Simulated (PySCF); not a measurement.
Compound: C4H9ClOSi2.
Structure used (GFN2-xTB), in Å, numbered top down from 1:
```
atom  x, y, z in Å
C1    -1.6025   -1.7375    0.2549
C2    -0.9974   -0.6146   -0.1108
Si3   -1.8232    1.0154   -0.6238
O4    -0.5257    1.9767   -0.8027
C5     0.8010    1.4915   -0.8379
Si6    0.8671   -0.3312   -0.2209
C7     1.8106   -0.4921    1.4206
Cl8    1.7636   -1.4888   -1.6337
H9    -1.0575   -2.6297    0.5281
H10   -2.6781   -1.8193    0.2930
H11   -2.5285    0.8609   -1.8967
H12   -2.6259    1.6210    0.4320
H13    1.1695    1.5874   -1.8644
H14    1.4034    2.1625   -0.2194
H15    2.8605   -0.2428    1.2956
H16    1.7585   -1.5098    1.7946
H17    1.3975    0.1623    2.1816
```

Computed at PBE0/pcSseg-1 (PySCF, non-relativistic), with Q(17O) = −0.0256 b, Q(35Cl) = −0.0817 b: O4, 17O (I = 5/2): χzz = -10.83 MHz, η = 0.363; Cl8, 35Cl (I = 3/2): χzz = -39.14 MHz, η = 0.043.

Task: Where would the pure quadrupole (NQR) lines of 17O at O4 fall for the rigid, isolated species?

Result: From the eigenvalues of H = χ/[4I(2I − 1)] × [3Iz² − I(I + 1) + η(Ix² − Iy²)], steps between neighbouring levels, labelled as for η = 0: ±1/2↔±3/2 1.843 MHz, ±3/2↔±5/2 3.170 MHz (silyl ether oxygen).

Task: Where would the pure quadrupole (NQR) lines of 35Cl at Cl8 fall for the rigid, isolated species?

Result: From ν = (|χ|/2)√(1 + η²/3): ν = 19.58 MHz (silicon-bound chlorine). For 37Cl the ratio of quadrupole moments, 0.7881, gives 15.43 MHz.

Task: Apply the simplest Townes–Dailey estimate (no s hybridisation, no π bonding), ionic character = 1 − χzz/χ0, where χ0 is the coupling for one missing p electron along the bond: −109.74 MHz for 35Cl.

Result: Cl8 on Si6: 1 − (-39.14)/(-109.74) = 0.64. In this model a purely covalent bond gives χ0 and a free halide ion gives zero; s hybridisation or π bonding, where present, is counted here as ionic character.

In a crystal, neighbours and librations shift these lines. GFN2-xTB bond lengths can be off by several hundredths of an ångström, more for odd bonds, and the gradients follow them. The basis is small and wasn't made for field gradients, so the couplings can be 20 % off.

One conformer stands for the species.
